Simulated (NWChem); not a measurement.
System: MgH2; SMILES [MgH2]

Program: NWChem. Pople sets run with spherical d functions. Coordinates come from a B3LYP/6-31G* (spherical d) optimisation. Level: PBE0/6-31+G*; rows give the wavelength of the field.

For field 1065 nm:

```
Quantity                          Result
--------------------------------  ------
isotropic polarisability (bohr³)    29.4
```

How do the values read with field 589 nm instead?


| Item | Value |
|---|---|
| isotropic polarisability (bohr³) | 30.9 |
